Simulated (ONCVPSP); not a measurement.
**Logarithmic derivatives: barium (Ba), ONCV**

```json
{"Element": "barium", "Generator": "ONCVPSP 4.0.1", "Type": "optimised norm-conserving Vanderbilt (ONCV)", "Functional": "PBE", "Relativity": "fully relativistic", "Frozen core": "[Kr] 4d10", "Valence charge": "10", "Reference configuration": "5s2 5p6 6s1.5 (charge +0.5)", "Partial waves": "5s+6s: rc 2.40 bohr, ncon 4, nbas 8, qcut 4.7 1/bohr, 2 projectors; 5p: rc 3.05 bohr, ncon 5, nbas 8, qcut 4.7 1/bohr, 3 projectors, debl 1.5 Ha; d scattering state at 0.12 Ha: rc 2.35 bohr, ncon 3, nbas 7, qcut 4.6 1/bohr, 2 projectors, debl 2.3 Ha", "Local potential": "polynomial inside 1.60 bohr (lpopt 5, dvloc0 2 Ha)", "Core correction": "Teter function, fcfact 3.5, rcfact 1.7"}
```

Open shells are filled in proportion to 2j + 1.

In the d channel the program set the typed energies aside and used 0.050, 2.350 Ha (j = l + 1/2; the other j can differ).

The phase is arctan(r·R′/R) of the radial function R(r), unwrapped; energies in Ha, scanned from -3 to 5 Ha. A pole is an energy at which the radial function vanishes at the test radius. The pseudo phase is shifted by a multiple of π to meet the all-electron one at the reference energy, and phase errors are pseudo minus all-electron; the curves can meet again beyond the range given. Levels narrower than the energy grid can be missing from the lists of poles.

```csv
channel,radius (bohr),reference energy (Ha),"poles, all-electron","poles, pseudo",unbroken range about the reference energy with phases within 0.05 rad,phase error 1 Ha above the reference energy (rad)
s,2.43,-0.20,"-1.01, 3.58","-1.01, 2.61, 3.89",below 2.5,-0.010
p3/2,3.09,-0.76,"-0.62, 2.00","-0.62, 2.00",the whole range,-0.000
p1/2,3.09,-0.84,"-0.72, 1.86","-0.72, 1.86",the whole range,-0.000
d5/2,2.39,0.05,1.15,1.14,the whole range,-0.001
d3/2,2.39,0.05,1.11,1.10,the whole range,-0.001
```

Note: no bound ghost flagged; GHOST(+) flagged for s at 73.9 eV.

Phases in the p1/2 channel:

```
E (Ha)  all-electron  pseudo
 -2.98         1.401   1.401
 -2.76         1.391   1.391
 -2.54         1.379   1.379
 -2.32         1.365   1.365
 -2.10         1.346   1.346
 -1.88         1.321   1.321
 -1.66         1.285   1.285
 -1.44         1.223   1.223
 -1.22         1.079   1.079
 -1.00         0.174   0.174
 -0.78        -1.482  -1.482
 -0.56        -1.716  -1.716
 -0.34        -1.851  -1.851
 -0.12        -2.018  -2.018
  0.10        -2.358  -2.358
  0.32        -3.221  -3.221
  0.54        -4.050  -4.050
  0.76        -4.364  -4.364
  0.98        -4.504  -4.504
  1.20        -4.583  -4.583
  1.42        -4.637  -4.637
  1.64        -4.678  -4.678
  1.86        -4.712  -4.712
  2.08        -4.744  -4.744
  2.30        -4.777  -4.777
  2.52        -4.814  -4.814
  2.74        -4.864  -4.864
  2.96        -4.942  -4.942
  3.18        -5.096  -5.096
  3.40        -5.562  -5.564
  3.62        -6.864  -6.869
  3.84        -7.432  -7.434
  4.06        -7.604  -7.606
  4.28        -7.685  -7.686
  4.50        -7.733  -7.734
  4.72        -7.765  -7.767
  4.94        -7.790  -7.791
```
